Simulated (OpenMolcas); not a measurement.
## How methods differ on CH5GaO (SMILES C[O][GaH2])

The species is CH5GaO (8 atoms), meant as a singlet with charge 0. As SMILES, `C[O][GaH2]`. The shape is that of a PBE0-D4/def2-TZVP optimisation.

```xyz
8

C    -0.6168    0.9726   -0.4229
O    -0.7053   -0.2735    0.2135
Ga    0.7032   -1.3020    0.5793
H    -1.2002    0.9620   -1.3506
H     0.4142    1.2562   -0.6766
H    -1.0306    1.7542    0.2243
H     2.0939   -0.7328    0.1429
H     0.3417   -2.6367    1.2901
```

Quantity: the energy change with the C1–H4 bond stretched from 1.096 to 1.425 Å, in eV. The values are calculated.

```json
{"level": "HF/cc-pVDZ (unrestricted)", "kind": "Hartree–Fock", "program": "OpenMolcas", "value (eV)": "1.09"}
{"level": "BLYP/cc-pVDZ (restricted)", "kind": "GGA", "program": "OpenMolcas", "value (eV)": "0.79"}
{"level": "revPBE/cc-pVDZ (restricted)", "kind": "GGA", "program": "OpenMolcas", "value (eV)": "0.81"}
{"level": "TPSS/cc-pVDZ (restricted)", "kind": "meta-GGA", "program": "OpenMolcas", "value (eV)": "0.86"}
{"level": "r2SCAN/cc-pVDZ (restricted)", "kind": "meta-GGA", "program": "OpenMolcas", "value (eV)": "0.90"}
{"level": "BHLYP/cc-pVDZ (restricted)", "kind": "global hybrid", "program": "OpenMolcas", "value (eV)": "1.02"}
{"level": "B2PLYP/cc-pVDZ (restricted)", "kind": "double hybrid", "program": "OpenMolcas", "value (eV)": "0.93"}
{"level": "MP2/cc-pVDZ (restricted)", "kind": "perturbation theory", "program": "OpenMolcas", "value (eV)": "0.96"}
```

All-electron rows without a relativistic Hamiltonian named are non-relativistic. The first shape isn't each level's own minimum. The values span 0.79 to 1.09 eV. In the correlated wave-function rows the outer d shell of Ga is correlated, in sets not made for it.
